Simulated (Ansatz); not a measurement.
Cost and result for the atomization energy of `[CH2][SiH](C)F` radical (10 atoms, 9 bonds).

Cartesian coordinates in Å:
```
C 1.1521 -1.2716 -0.0056
Si -0.4950 -0.4668 0.0434
C -0.3711 1.3842 -0.0095
F -1.3400 -0.9778 -1.2237
H 2.0406 -0.8175 0.4231
H 1.3080 -2.2595 -0.4286
H -1.2611 -0.9005 1.2446
H 0.1462 1.7198 -0.9112
H 0.1842 1.7503 0.8587
H -1.3639 1.8394 0.0089
```

Charge 0, multiplicity 2. Geometry: relaxed with PBE0-D4/def2-TZVP. Program: Ansatz. All runs use 4 threads of a server CPU on a shared host. Times are those of one run each, without the atoms' runs, and a repeat can differ threefold. Electronic energies, without spin–orbit coupling; frozen cores. CCSD(T)/CBS adds CCSD(T) − MP2 in def2-TZVPP to the MP2 limit, and its time is that of the two runs behind it. T1 = 0.011; ⟨S²⟩ of the reference is 0.76.

CCSD(T)/CBS is a level of theory with its own doubt, some kJ/mol a heavy atom from the limit and from the frozen cores, so smaller differences don't rank the functionals.

| level | functions | wall time |
| --- | --- | --- |
| revPBE-D4/def2-TZVPP | 219 | 2.4 s |
| BLYP-D4/def2-TZVPP | 219 | 2.5 s |
| PBE0-D4/def2-TZVPP | 219 | 3.4 s |
| CAM-B3LYP-D4/def2-TZVPP | 219 | 3.9 s |
| BHLYP-D4/def2-TZVPP | 219 | 4.4 s |
| PBE-QIDH/def2-TZVPP | 219 | 4.7 s |
| r2SCANh-D4/def2-TZVPP | 219 | 7 s |
| CCSD(T)/def2-SVP | 90 | 7.5 s |
| ωB97X-V/def2-TZVPP | 219 | 9 s |
| ωB97M-V/def2-TZVPP (with forces) | 219 | 13 s |
| MP2/def2-QZVPP | 421 | 19 s |
| CCSD(T)/def2-TZVPP | 219 | 4.1 min |
| CCSD(T)/CBS(def2) | – | 4.4 min |

Q: What atomization energy does each give, and how far from CCSD(T)/CBS? (Estimate.)

A: Ansatz gave: 
```csv
level,atomization (kJ/mol),difference from CCSD(T)/CBS,per bond
revPBE-D4/def2-TZVPP,3664.4,-46.0,-5.1
BLYP-D4/def2-TZVPP,3684.7,-25.7,-2.9
PBE0-D4/def2-TZVPP,3703.7,-6.7,-0.7
CAM-B3LYP-D4/def2-TZVPP,3729.7,19.3,2.1
BHLYP-D4/def2-TZVPP,3638.1,-72.3,-8.0
PBE-QIDH/def2-TZVPP,3689.0,-21.4,-2.4
r2SCANh-D4/def2-TZVPP,3713.7,3.3,0.4
CCSD(T)/def2-SVP,3495.5,-214.9,-23.9
ωB97X-V/def2-TZVPP,3714.9,4.5,0.5
ωB97M-V/def2-TZVPP (with forces),3713.6,3.2,0.3
MP2/def2-QZVPP,3713.3,2.9,0.3
CCSD(T)/def2-TZVPP,3622.8,-87.6,-9.7
CCSD(T)/CBS(def2),3710.4,0.0,0.0
```

From r2SCAN to r2SCAN0 (25 % exact exchange), in def2-TZVPP and without D4, the atomization energy moves by −39.3 kJ/mol: exact exchange takes away binding that semilocal exchange gives to molecules. Leaving LDA and LC-ωPBE aside and taking each functional with its dispersion term where it has one, the values, not all of them listed here, spread over 102.0 kJ/mol, from BHLYP-D4 to PBE-D4. LDA lies +429.1 kJ/mol from PBE without D4, its usual overbinding. At CCSD(T), def2-SVP lies −214.9 kJ/mol from the extrapolated value and def2-TZVPP −87.6 kJ/mol: correlation converges slowly with the basis, and small sets miss more of it in the bonded molecule than in its fragments.
